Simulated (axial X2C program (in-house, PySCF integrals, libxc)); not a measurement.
# Spin–orbit effects along a row: molecules with Se (ions), PBE0

All values come from calculations with an in-house relativistic program for diatomic molecules, spin-free (one-electron X2C) or two-component (2c: spin–orbit coupling with atomic mean-field Coulomb and Gaunt terms, which also bring small scalar terms), in Dyall basis sets with cores contracted in-house; open shells are unrestricted.

Basis sets: Al dyall-v3z, Cl dyall-av3z, Mg dyall-cv3z, Na dyall-cv3z, P dyall-v3z, Se dyall-cv3z.

```json
{"molecule": "NaSe⁺", "spin-free state": "M_S = 1, Λ = 0", "Re (Å)": "2.941", "ωe (cm⁻¹)": "159.0", "De (eV)": "0.64", "2c state": "Ω = 1", "Re 2c (Å)": "2.944", "ωe 2c (cm⁻¹)": "158.0", "De 2c (eV)": "0.59"}
{"molecule": "MgSe⁺", "spin-free state": "M_S = 1/2, Λ = 1", "Re (Å)": "2.359", "ωe (cm⁻¹)": "383.2", "De (eV)": "1.90", "2c state": "Ω = 3/2", "Re 2c (Å)": "2.362", "ωe 2c (cm⁻¹)": "379.8", "De 2c (eV)": "1.95"}
{"molecule": "AlSe⁺", "spin-free state": "M_S = 1, Λ = 1", "Re (Å)": "2.324", "ωe (cm⁻¹)": "348.3", "De (eV)": "1.03", "2c state": "Ω = 2", "Re 2c (Å)": "2.328", "ωe 2c (cm⁻¹)": "343.7", "De 2c (eV)": "1.08"}
{"molecule": "PSe⁺", "spin-free state": "M_S = 0, Λ = 0", "Re (Å)": "1.952", "ωe (cm⁻¹)": "679.7", "De (eV)": "5.46", "2c state": "Ω = 0", "Re 2c (Å)": "1.953", "ωe 2c (cm⁻¹)": "678.4", "De 2c (eV)": "5.44"}
{"molecule": "SeCl⁺", "spin-free state": "M_S = 1, Λ = 0", "Re (Å)": "2.030", "ωe (cm⁻¹)": "535.3", "De (eV)": "3.27", "2c state": "Ω = 1", "Re 2c (Å)": "2.031", "ωe 2c (cm⁻¹)": "534.3", "De 2c (eV)": "3.24"}
```

Fragments in 2c: Se + Na+, Se + Mg+, Se + Al+, Se+ + P, Se+ + Cl. Each entry is the lowest single determinant of a limited PBE0 search at one distance. De goes to single-determinant-based atoms at the same level (for ions the charge split of lowest energy) and is withheld (n/a) where an atom does not fit its ground term or J level. Main or longest-lived isotopes. One determinant is a doubtful description, or other states lie close, for NaSe⁺, AlSe⁺, SeCl⁺; these need not be ground states, and all values refer to the states named. Some open-shell Ω = 0 determinants are out of reach, so the Ω given for NaSe⁺, AlSe⁺, SeCl⁺ need not be the lowest component. With several unpaired electrons the Ω given is that of one determinant, not necessarily of the lowest component. Some light 2c atoms are not at their ground J level, so De misses part of their lowering (0.04 eV or less). The functionals have no current term, which raises determinants with orbital currents.
